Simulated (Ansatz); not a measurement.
`[CH3][AlH][O][SiH2]O` + SiH₄ → `[CH3][AlH][O][SiH2][SiH3]` + H₂O  (formal exchange of groups at the Si–O bond)

Computed with Ansatz on PBE0-D4/def2-TZVP structures; ΔE is electronic, products minus reactants. CBS: MP2 limit from def2 TZ/QZ plus the TZ coupled-cluster correction, frozen cores. This one scheme is used for every species. Functionals use def2-TZVPP. B3LYP here is the variant with VWN-RPA as its local correlation; programs differ in this. One conformer a species, not always the lowest.

CCSD(T)/CBS gives +115.9 kJ/mol.

(1) Another level gave +100.8 kJ/mol. Which?
A. PBE0/def2-TZVPP
B. SCS-MP2/def2-TZVPP
C. PBE/def2-TZVPP
D. B3LYP/def2-TZVPP

Largest T1 diagnostic among the species: 0.012.

## Answers

(1) C. PBE 100.8, PBE0 106.9, SCS-MP2/def2-TZVPP 130.7, B3LYP 125.8 kJ/mol.

In def2-TZVPP, CCSD(T) changes the Hartree–Fock value by −27.0 kJ/mol (the triples alone add −3.5 kJ/mol) and MP2 by −20.1 kJ/mol. The D4 term adds −9.7 kJ/mol with B3LYP and −5.8 kJ/mol with PBE0; it sums over pairs of atoms, weighted by their polarisabilities, and B3LYP, whose exchange is more repulsive, gets the larger term.
